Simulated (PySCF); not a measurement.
## KSr: from constants to spectrum

ROHF-CCSD(T) constants of KSr, ²Σ⁺ (doublet), unpaired electrons σ ↑ (basis K def2-SVP, Sr def2-SVP with ECP28; scalar-relativistic core potentials; PySCF 2.14; masses 38.9637 and 87.9056 u):

* ωe: 39.2 cm⁻¹
* ωexe: 0.472 cm⁻¹
* Be: 0.028192 cm⁻¹
* αe: 0.000426 cm⁻¹
* D (centrifugal): 5.83e-08 cm⁻¹
* De to K + Sr: 0.131 eV

(1) Give the vibrational terms G(v) and spacings up to v = 3.

(2) How well does the Morse estimate ωe²/(4ωexe) reproduce De, and what is D0?

Correlated steps freeze 5 core orbitals. The bond is weak. Basis-set superposition, not corrected here, can be much of De in a small basis, most of all at correlated wavefunction levels. Spin–orbit coupling is left out. The state was picked by a PBE0 search and need not be the measured ground state.

Results:

(1) G(v) = ωe(v+½) − ωexe(v+½)².

```json
{"v": "0", "G(v) (cm⁻¹)": "19", "G(v) − G(v−1)": "", "Bv (cm⁻¹)": "0.02798"}
{"v": "1", "G(v) (cm⁻¹)": "58", "G(v) − G(v−1)": "38", "Bv (cm⁻¹)": "0.02755"}
{"v": "2", "G(v) (cm⁻¹)": "95", "G(v) − G(v−1)": "37", "Bv (cm⁻¹)": "0.02713"}
{"v": "3", "G(v) (cm⁻¹)": "131", "G(v) − G(v−1)": "36", "Bv (cm⁻¹)": "0.02670"}
```

(2) It gives 0.101 eV, 77 % of the computed De. D0 = De − G(0) = 0.131 − 0.002 = 0.129 eV.
